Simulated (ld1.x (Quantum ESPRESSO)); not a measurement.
# Ag (Z = 47), PAW: configuration errors across variants

```json
{
 "Element": "Ag",
 "Generator": "ld1.x (Quantum ESPRESSO) 7.5",
 "Type": "PAW",
 "Functional": "PBEsol",
 "Relativity": "scalar-relativistic",
 "Frozen core": "[Ar] 3d10 4s2",
 "Valence charge": "17",
 "Reference configuration": "4p6 4d10 5s1 5p0",
 "Partial waves": "5s (bound): rcut 2.10, rcutus 2.90 bohr; 5s channel at 0.2 Ry: rcut 2.10, rcutus 2.90 bohr; 4p (bound): rcut 1.45, rcutus 1.80 bohr; 5p (bound, empty): rcut 1.45, rcutus 1.80 bohr; 4d (bound): rcut 1.05, rcutus 1.40 bohr; 4d channel at 0.35 Ry: rcut 1.05, rcutus 1.40 bohr",
 "Local potential": "all-electron potential smoothed inside 1.25 bohr (lloc = -1)",
 "Core correction": "Bessel-smoothed model core inside 0.70 bohr",
 "Augmentation charge": "PSQ, inside the norm-conserving radii"
}
```

All-electron excitation energies from the reference (eV): (1) 4p6 4d10 5s0 5p0 7.745; (2) 4p6 4d9 5s0 5p0 29.859; (3) 4p6 4d8 5s0 5p0 66.041; (4) 4p6 4d9 5s1 5p1 8.607; (5) 4p6 4d7 5s0 5p0 117.735; (6) 4p6 4d9 5s1 5p0 13.164; (7) 4p6 4d10 5s0.5 5p0 3.020.

The overlap operator is not positive definite (basis up to 400 Ry) in “base”, “waves 4p (bound): rcut 1.44, rcutus 1.52 bohr; 5p (bound): rcut 1.44, rcutus 1.52 bohr”, “wave 4d channel at 0.35 Ry: rcut 1.05, rcutus 1.40 bohr becomes 4d channel at 2.16 Ry: rcut 1.05, rcutus 1.40 bohr”, “waves 5s (bound): rcut 2.10, rcutus 3.64 bohr; 5s channel at 0.2 Ry: rcut 2.10, rcutus 3.64 bohr”, “core correction Bessel-smoothed model core inside 1.52 bohr”, “all radii but the core radius scaled by about 1.37 (s 3.98, p 2.48, d 1.92 bohr, rcut 2.88/2.00/1.44); local potential all-electron potential smoothed inside 1.72 bohr (lloc = -1)”. Such files are unfit for use, however small their errors in these radial tests.

Tests that are not counted but printed errors over 1 eV. “local potential all-electron potential smoothed inside 3.46 bohr (lloc = -1)”: 4p6 4d10 5s0 5p0 (pseudo-atom not self-consistent, printed error -1635 eV).

1 further variants failed, have other tests or another functional or relativity, and are left out.

A true bound ghost makes a file unfit for plane-wave use even where its test errors are small: the radial tests pick states by their node count and pass the ghost by.

Errors AE − PS in meV (a dash: test not solved or not reliable):

| change | (1) | (2) | (3) | (4) | (5) | (6) | (7) | bound ghosts |
| --- | --- | --- | --- | --- | --- | --- | --- | --- |
| base | -0.5 | +7.0 | +56 | +14 | +219 | +9.8 | -0.6 | not determined (overlap not positive) |
| waves 4p (bound): rcut 1.44, rcutus 1.52 bohr; 5p (bound): rcut 1.44, rcutus 1.52 bohr | – | – | – | – | – | – | – | not determined (overlap not positive) |
| wave 4d channel at 0.35 Ry: rcut 1.05, rcutus 1.40 bohr becomes 4d channel at 2.16 Ry: rcut 1.05, rcutus 1.40 bohr | -1.3 | +5.6 | +81 | +19 | +306 | +13 | -0.7 | not determined (overlap not positive) |
| waves 5s (bound): rcut 2.10, rcutus 3.64 bohr; 5s channel at 0.2 Ry: rcut 2.10, rcutus 3.64 bohr | 0.0 | +9.9 | +61 | +24 | +227 | +20 | -0.6 | not determined (overlap not positive) |
| local potential all-electron potential smoothed inside 3.46 bohr (lloc = -1) | – | – | – | – | – | – | – | none |
| core correction Bessel-smoothed model core inside 1.52 bohr | -0.6 | +9.2 | +65 | +14 | +233 | +11 | -0.6 | not determined (overlap not positive) |
| all radii but the core radius scaled by about 1.37 (s 3.98, p 2.48, d 1.92 bohr, rcut 2.88/2.00/1.44); local potential all-electron potential smoothed inside 1.72 bohr (lloc = -1) | -2.4 | -7.3 | -50 | – | – | – | – | not determined (overlap not positive) |

**Question.** Give the same row for: type TM; waves now 5s (bound): rc 2.90 bohr; 4p (bound): rc 1.80 bohr; 4d (bound): rc 1.40 bohr; local potential the d channel.

**Answer.** -9.4, -24, -54, +66, -107, +16, -1.9; bound ghosts: s.
